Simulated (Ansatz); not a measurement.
# One arrangement of a pair

The pair of Cl⁻ (SMILES [Cl-], atom 1) and SnCl4 (SMILES Cl[Sn](Cl)(Cl)Cl, atoms 2–6), both closed shells, in one local arrangement (a lower one may exist), relaxed at PBE0-D4/def2-TZVPD:

| atom | x (Å) | y (Å) | z (Å) |
| --- | --- | --- | --- |
| Cl1 | 0.1951 | -0.1023 | -2.3533 |
| Cl2 | -1.7615 | -1.6460 | -0.0747 |
| Sn3 | 0.0000 | -0.0001 | 0.0000 |
| Cl4 | 1.2900 | -1.4421 | 1.3574 |
| Cl5 | 1.7617 | 1.6457 | 0.0743 |
| Cl6 | -1.4854 | 1.5448 | 0.9965 |

Program: Ansatz 0.2.0. Basis: def2-TZVPPD, with def2-QZVPPD for the basis limit. Cores are frozen in the correlated methods. Filled d shells of the heavier atoms are correlated. Core potentials replace the inner electrons of the atoms past krypton. The def2 sets are not built for correlating such inner shells, so the correlated values are less sure here. B3LYP uses VWN-RPA correlation. Extrapolation: Hartree–Fock as exp(−7.88 √X), correlation as X^−2.97. Interaction energies count from these two fragments, frozen as in the pair, with the counterpoise correction; negative means bound.

Q: What is the interaction energy by CCSD(T) at an estimated basis limit (MP2 extrapolated from triple and quadruple zeta, plus CCSD(T) − MP2 in triple zeta)? (To be estimated.)

A: The calculation gives: -398.3 kJ/mol. Hartree–Fock alone gives -391.0 kJ/mol at the basis limit. It counts from the two fragments frozen as in the pair.

The same quantity by other methods in triple zeta, and each one's difference from that estimate:
| method | E_int (kJ/mol) | difference |
| --- | --- | --- |
| PBE-D4 | -358.9 | 39.4 |
| revPBE-D4 | -351.6 | 46.7 |
| BLYP-D4 | -337.0 | 61.4 |
| r2SCAN-D4 | -383.1 | 15.3 |
| B97M-V | -380.2 | 18.1 |
| PBE0-D4 | -388.4 | 9.9 |
| B3LYP-D4 | -365.5 | 32.8 |
| HSE06-D4 | -387.2 | 11.1 |
| wB97X-V | -401.5 | -3.1 |
| wB97M-V | -394.1 | 4.2 |
| B2PLYP | -367.3 | 31.0 |
| HF | -389.1 | 9.2 |
| MP2 | -392.9 | 5.4 |
| CCSD | -383.6 | 14.7 |
| CCSD(T) | -378.6 | 19.7 |
Differences are method less estimate.

Q: Which atoms make the shortest contact between the fragments?

A: Cl1 and Sn3, 2.36 Å apart.

Energy to bend the free fragments (PBE0-D4 minima) into their shapes in the pair, CCSD(T)/def2-TZVPPD: SnCl4 183.7 kJ/mol. This must be added to the interaction energy to get the binding energy from relaxed fragments.

Basis-set superposition shift (counterpoise-corrected less uncorrected): CCSD(T) 14.1; MP2 13.5; HF 1.1; PBE0-D4 1.2; wB97M-V 1.1 kJ/mol.

T1 diagnostic: at most 0.015.

For scale, one of the runs: CCSD(T)/def2-TZVPPD, 311 basis functions, launched by `ansatz run in.yaml --threads 2 --pin off --events-out ev --progress --plain --max-ram 32768MiB --backend cuda --devices 0, --max-vram 18GiB`. Hardware: 2 CPU threads of an AMD EPYC 7R13 and a share of one NVIDIA H100, shared host. Wall time 16 s; peak host memory 0.88 GiB.
